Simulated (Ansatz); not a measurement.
Input file for Ansatz (an electronic-structure program): U-CCSD(T)/cc-pVTZ on BeH2 (SMILES [BeH2]), a point of a bond scan (R = 1.330 Å).

Ansatz 0.2 input:
```yaml
crystal:
  periodic: [false, false, false]
  atoms:
    - {symbol: Be, position_ang: [0.00000000, 0.00000000, 0.00000000]}
    - {symbol: H, position_ang: [-0.00000000, -0.00000000, -1.33008694]}
    - {symbol: H, position_ang: [0.00000000, 0.00000000, 1.33008694]}
basis:
  gaussian:
    orbitals: cc-pVTZ
correlation: {method: ccsd_t, electrons: outside_noble_gas}
scf: {omitted_lower_state_checks: [cluster_reference]}
magnetization: {spin_polarized: true, initial_magnetization: 0}
```

Program output:

```
WARN ansatz: RAYON_NUM_THREADS=2 ignored (pool sized by the plan → 2); use --threads N
Functional definition: HF
these checks for a lower state are left out or cut short: cluster_reference
integrals: 0.03 GiB planned
321 factors; integrals over basis functions are off by at most 1.3e-3 eV
mean field: 0.07 GiB planned
mean field evaluation 1: about -428.7226 eV, gradient 5.8e0 eV
mean field evaluation 2: about -428.7214 eV, gradient 5.8e0 eV
mean field evaluation 4: about -429.1645 eV, gradient 1.0e-1 eV
mean field evaluation 8: about -429.1646 eV, gradient 1.6e-4 eV
mean field -429.16456885 eV, -15.7715070070 hartree, gradient 1.7e-6 eV, S^2 0.000000; 0 other end points of the search recorded, 0 dependent functions left out
1 core orbitals not correlated
reference -429.16456885 eV, -15.7715070070 hartree; 2, 2 occupied and 55, 55 virtual orbitals, 321 factors
second order -1.65050255 eV of doubles, -0.00000000 eV of singles
coupled cluster: 0.12 GiB planned
cycle   1  -1.94439927 eV  change   -2.9e-1 eV  update   4.0e-2
cycle   2  -2.06841296 eV  change   -1.2e-1 eV  update   1.4e-2
cycle   3  -2.07115261 eV  change   -2.7e-3 eV  update   2.4e-3
cycle   4  -2.07138864 eV  change   -2.4e-4 eV  update   7.5e-4
cycle   5  -2.07117701 eV  change    2.1e-4 eV  update   2.5e-4
cycle   6  -2.07116722 eV  change    9.8e-6 eV  update   5.5e-5
cycle   7  -2.07118779 eV  change   -2.1e-5 eV  update   1.3e-5
cycle   8  -2.07118918 eV  change   -1.4e-6 eV  update   3.5e-6
perturbative correction -0.01616289 eV, -0.0005939752 hartree
Total energy: -431.25192092 eV, -15.8482157807 hartree
Checks for a lower state left out: cluster_reference
```

The calculation finished and met its thresholds.

Cost: about 1.9 core-seconds (a rough figure).
